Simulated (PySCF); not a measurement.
Computed IR spectrum (relative IR intensity) of a molecule CH₆FNOSi. Geometry: PBE-D3(BJ)/def2-SVP. Other conformers were not sampled. Calculation: PySCF with PBE-D3(BJ)/def2-SVP. Frequencies are harmonic and unscaled.

Lines under 2 % of the strongest are left out, and lines within 2 cm⁻¹ are merged.

| ν (cm⁻¹) | relative intensity |
|---|---|
| 175 | 6.3 |
| 190 | 3.0 |
| 221 | 31 |
| 256 | 5.9 |
| 283 | 26 |
| 326 | 29 |
| 332 | 21 |
| 364 | 34 |
| 711 | 5.3 |
| 748 | 2.5 |
| 773 | 12 |
| 816 | 46 |
| 846 | 68 |
| 909 | 100 |
| 957 | 67 |
| 1229 | 18 |
| 1381 | 2.9 |
| 1483 | 26 |
| 3513 | 12 |
| 3614 | 13 |
| 3775 | 33 |

Q: Identify the compound among the candidates.
A) CO[Si@H](N)F
B) NC[Si@@H](O)F
C) N[Si@@H](O)CF
D) C[Si](N)(O)F

A: D, C[Si](N)(O)F
